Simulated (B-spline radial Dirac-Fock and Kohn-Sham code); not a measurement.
## K edges in EELS at 60 kV and 20 mrad, Li to Ga

Method: the first Born approximation with generalised oscillator strengths from a Dirac-Hartree-Slater potential (longitudinal and transverse terms; continuum final states only, so no white lines or fine structure). Computed with an atomic code on a B-spline grid. Partial cross sections in barn for windows above the edge. Edges are tabulated values, any marked * orbital energies of the model.

```csv
Z,element,edge (eV),Δ = 50 eV,Δ = 100 eV,Δ = 200 eV
3,Li,59.42*,113000,136000,145000
5,B,188.0,14000,20800,26300
6,C,284.2,5890,9380,12900
7,N,409.9,2700,4530,6620
8,O,543.1,1350,2350,3620
12,Mg,1303.0,118,222,385
13,Al,1559.0,66.7,126,223
14,Si,1839.0,38.3,73.2,132
16,S,2472.0,13.5,26.2,48.5
17,Cl,2822.0,8.28,16.2,30.3
18,Ar,3205.9,5.14,10.2,19.1
19,K,3608.4,3.34,6.53,12.3
21,Sc,4492.0,1.44,2.81,5.35
23,V,5465.0,0.659,1.29,2.48
24,Cr,5989.0,0.453,0.893,1.72
28,Ni,8333.0,0.117,0.231,0.450
29,Cu,8979.0,0.0842,0.167,0.328
30,Zn,9659.0,0.0630,0.125,0.243
31,Ga,10367.0,0.0467,0.0925,0.181
```
